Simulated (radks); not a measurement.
The numbers below are computed, except where a source is named.
Q: These are the eigenvalues of the occupied orbitals of an atom or ion with whole-number occupations (eV). Level of theory: Dirac Kohn-Sham, BLYP, spin-unpolarised, spherical densities, finite nucleus; Fermi nuclear charge, rms radius of each element as measured or else 0.836 A^(1/3) + 0.57 fm (a radial shooting solver on a logarithmic mesh with Libxc functionals).

orbital  eigenvalue
1s1/2     -35784.25
2s1/2     -5620.080
2p1/2     -5288.469
2p3/2     -4936.040
3s1/2     -1176.471
3p1/2     -1037.870
3p3/2     -970.3485
3d3/2     -726.5898
3d5/2     -712.2518
4s1/2     -230.2892
4p1/2     -180.5460
4p3/2     -166.7347
4d3/2      -85.8253
4d5/2      -83.5320
5s1/2      -36.0902
5p1/2      -23.5610
5p3/2      -21.7607
6s1/2       -7.3418

Which element is it, and in what charge state? The configuration may be excited.

A: Z = 55, caesium, charge +1: Cs+ in [Kr] 4d10 5s2 5p(1/2: 1, 3/2: 4) 6s1. The list shows which subshells hold electrons but not how many an open one holds; the 1s level, -1315 hartree, gives Z - s = 51.3 by -(Z - s)^2/2, which with screening and relativity narrows Z to a few neighbours, and the depths of the outer levels then fix element, charge and occupations together.
